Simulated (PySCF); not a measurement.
[Nd(OH)3]− at several levels of theory

Computed with PySCF 2.14.0 (density fitting, no spin-orbit coupling) at the geometry relaxed with PBE0:

```xyz
7
[Nd(OH)3]− (singlet in the valence; each metal's 4f electrons, 4 of them, lie in its core potential, out of spins and levels)
Nd    0.0000    0.0000    0.1343
O     2.3076    0.0000    0.1416
H     3.2670    0.0000    0.1509
O    -1.1538    1.9985    0.1416
H    -1.6335    2.8293    0.1509
O    -1.1538   -1.9985    0.1416
H    -1.6335   -2.8293    0.1509
```

```tsv
level	basis	state	HOMO (eV)	gap (eV)	charge on Nd1 (e)	population of f-type functions on Nd1 (polarisation alone where 4f lies in the core)	dipole about the centre of mass (D)	largest force component (eV/Å)
PBE0	Nd lcecp-0-SVP with ECP50, O def2-SVP, H def2-SVP	singlet	–	–	0.57	0.04	0.02	0.01
BP86	the same	singlet	–	–	0.35	0.04	0.02	0.67
revPBE	the same	singlet	–	–	0.36	0.04	0.02	0.64
```

In the lcecp rows the 4f levels are missing from HOMO and gap, and the state counts the valence alone.

Charges are Mulliken's, which hang on the basis. The relaxation used the grid (50, 194), these runs (75, 302) or, all-electron (x2c bases, spin-free X2C Hamiltonian), (99, 590).

Problem. What does PBE0 with Nd lcecp-0-TZVP with ECP50, O def2-TZVP, H def2-TZVP give here?

Solution. state singlet, charge on Nd1 (e) 1.10, population of f-type functions on Nd1 (polarisation alone where 4f lies in the core) 0.06, dipole about the centre of mass (D) 0.02, largest force component (eV/Å) 0.45. Time: 6.5 s on 2 threads of AMD EPYC 9R45 (Zen 5), with other jobs on the host, from free ions and atoms.

An lcecp potential fixes the number of 4f electrons, so in runs with it no electron can move into or out of that shell; real Nd(II) is rare or takes another configuration.
